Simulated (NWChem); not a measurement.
System: CH3F2STa; SMILES [CH3][Ta]([F])([F])=[S]

The following NWChem deck was run.

```
start job
memory heap 200 mb stack 900 mb global 1100 mb
geometry units angstroms
  Ta    -0.049317    -0.083804     0.188969
  S      1.141283     0.000996    -1.716231
  F      1.018783     0.741496     1.407569
  F     -1.298917    -1.365804    -0.128231
  C     -1.441517     1.737596    -0.219531
  H     -1.080817     2.598496     0.344069
  H     -2.450617     1.487296     0.110769
  H     -1.464617     1.989196    -1.279631
end
basis spherical
  * library def2-svp
end
ecp
  Ta library def2-ecp
end
dft
  xc pbe0
  iterations 150
end
driver
  maxiter 120
end
task dft optimize
```

Output (shortened):

```
             Northwest Computational Chemistry Package (NWChem) 7.3.0
             --------------------------------------------------------

 C1  symmetry detected

                             Geometry "geometry" -> ""
                             -------------------------

 Output coordinates in angstroms (scale by  1.889725989 to convert to a.u.)

  No.       Tag          Charge          X              Y              Z
 ---- ---------------- ---------- -------------- -------------- --------------
    1 Ta                  73.0000     0.00164812     0.19059019     0.17800601
    2 S                   16.0000    -0.00953921    -2.03144184    -0.16398071
    3 F                    9.0000     1.74975855     0.57300467     0.50175398
    4 F                    9.0000    -1.73886786     0.59401283     0.51489519
    5 C                    6.0000    -0.00726196     0.86009446    -2.05230242
    6 H                    1.0000     1.00120679     1.15671338    -2.34196820
    7 H                    1.0000    -0.67871405     1.71326770    -2.15850264
    8 H                    1.0000    -0.34462247     0.05628013    -2.70630440

 Effective nuclear repulsion energy (a.u.)     914.2420302598

                                Z-matrix (autoz)
                                --------

 Units are Angstrom for bonds and degrees for angles

[...]

      ----------------------
      Optimization converged
      ----------------------

  Step       Energy      Delta E   Gmax     Grms     Xrms     Xmax
  ---- ---------------- -------- -------- -------- -------- --------
@   14    -694.31012864 -5.0D-08  0.00008  0.00002  0.00038  0.00080
                                     ok       ok       ok       ok

                                Z-matrix (autoz)
                                --------

 Units are Angstrom for bonds and degrees for angles

      Type          Name      I     J     K     L     M      Value     Gradient
      ----------- --------  ----- ----- ----- ----- ----- ---------- ----------
    1 Stretch                  1     2                       2.15455    0.00008
    2 Stretch                  1     3                       1.87322   -0.00002
    3 Stretch                  1     4                       1.87322   -0.00002
    4 Stretch                  1     5                       2.12474   -0.00002
    5 Stretch                  5     6                       1.10269   -0.00003
    6 Stretch                  5     7                       1.10608   -0.00003
    7 Stretch                  5     8                       1.10267   -0.00003
    8 Bend                     1     5     6               111.21013   -0.00000
    9 Bend                     1     5     7               108.67763   -0.00002
   10 Bend                     1     5     8               111.25172    0.00001
   11 Bend                     2     1     3               110.57848    0.00000
   12 Bend                     2     1     4               110.57445   -0.00000
   13 Bend                     2     1     5               103.31329    0.00001
   14 Bend                     3     1     4               118.61333    0.00000
   15 Bend                     3     1     5               106.21009   -0.00001
   16 Bend                     4     1     5               106.22620   -0.00000
   17 Bend                     6     5     7               108.91217    0.00001
   18 Bend                     6     5     8               107.81849    0.00000
   19 Bend                     7     5     8               108.91871    0.00000
   20 Torsion                  2     1     5     6         -60.10985   -0.00000
   21 Torsion                  2     1     5     7        -179.98988    0.00000
   22 Torsion                  2     1     5     8          60.09650    0.00000
   23 Torsion                  3     1     5     6          56.30997   -0.00000
   24 Torsion                  3     1     5     7         -63.57005    0.00000
   25 Torsion                  3     1     5     8         176.51633    0.00000
   26 Torsion                  4     1     5     6        -176.53175   -0.00001
   27 Torsion                  4     1     5     7          63.58822   -0.00000
   28 Torsion                  4     1     5     8         -56.32540   -0.00000

                         Geometry "geometry" -> "geometry"
                         ---------------------------------

 Output coordinates in angstroms (scale by  1.889725989 to convert to a.u.)

[...]
```

Level: PBE0/def2-SVP with def2 effective core potentials on Ta. No frequency run checked for a minimum. def2 effective core potentials on Ta; no spin-orbit coupling.
